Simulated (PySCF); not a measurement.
Sb(Cl)2(TeH) (Cl₂HSbTe), SMILES [Cl][Sb]([Cl])[TeH]. Atoms are numbered in the order given.

```xyz
5

Sb    -0.4959     0.5141     0.8000
Cl    -2.3733    -0.1632    -0.5280
Cl     0.0291     2.5669    -0.3327
Te     1.2060    -1.2724    -0.5143
H      2.4281    -0.9158     0.5754
```
Charge 0, spin multiplicity 1.

The structure is a stationary point at B3LYP-D3(BJ)/def2-SVP. The structure was generated by enumeration; whether it is a known compound was not checked. The def2 effective core potentials stand for the cores of Sb, Te; spin–orbit coupling is left out.

These are PBE/def2-TZVP in PySCF values and carry that method's errors.

Atomic charges (e):

| atom | Löwdin | Mulliken |
|---|---|---|
| Sb1 | 0.04 | 0.65 |
| Cl2 | -0.03 | -0.30 |
| Cl3 | -0.05 | -0.30 |
| Te4 | 0.04 | -0.11 |
| H5 | 0.01 | 0.07 |
